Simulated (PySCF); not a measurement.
## LiI⁻: energy against distance

Set-up: basis Li aug-cc-pVDZ, I aug-cc-pVDZ-PP with ECP28; scalar-relativistic core potentials; PySCF 2.14. Energies in eV from Li + I⁻ in their ground configurations at the same level. State: ²Σ⁺ (doublet), unpaired electrons σ ↑.

All columns are CAM-B3LYP. A positive dipole points towards I; it is taken about the centre of mass and depends on that origin.

| R (Å) | E (eV) | μ (D) | Mulliken charge on Li (basis-dependent) | HOMO (eV) | LUMO (eV) | Mayer bond order | ⟨S²⟩ |
| --- | --- | --- | --- | --- | --- | --- | --- |
| 2.219 | -0.912 | 9.71 | -0.77 | -0.08 | 1.92 | 1.30 | 0.75 |
| 2.322 | -1.082 | 9.51 | -0.69 | -0.13 | 1.92 | 1.19 | 0.75 |
| 2.425 | -1.173 | 9.27 | -0.61 | -0.19 | 1.92 | 1.08 | 0.75 |
| 2.503 | -1.203 | 9.08 | -0.55 | -0.23 | 1.92 | 0.99 | 0.75 |
| 2.580 | -1.210 | 8.88 | -0.50 | -0.28 | 1.92 | 0.91 | 0.75 |
| 2.657 | -1.199 | 8.67 | -0.44 | -0.33 | 1.92 | 0.83 | 0.75 |
| 2.761 | -1.165 | 8.37 | -0.37 | -0.39 | 1.92 | 0.72 | 0.75 |
| 2.890 | -1.102 | 7.99 | -0.30 | -0.48 | 1.91 | 0.60 | 0.75 |
| 3.044 | -1.012 | 7.52 | -0.23 | -0.59 | 1.90 | 0.47 | 0.75 |
| 3.251 | -0.883 | 6.89 | -0.17 | -0.75 | 1.88 | 0.34 | 0.75 |

A fit through these points gives, at Re = 2.567 Å, μ = 8.91 D and dμ/dR = -2.66 D/Å; the reduced mass is 6.648 u.

Task: How strong is the fundamental in the double-harmonic approximation, I = 42.26·(dμ/dR)²/μred km/mol?

Result: I = 42.26·(-2.66)²/6.648 = 45.0 km/mol at CAM-B3LYP.

Spin–orbit coupling is left out. For an ion De counts to the pair picked by the measured ionisation energies or electron affinities, which need not be the lowest pair at this level. The state was picked by a PBE0 search and need not be the measured ground state.
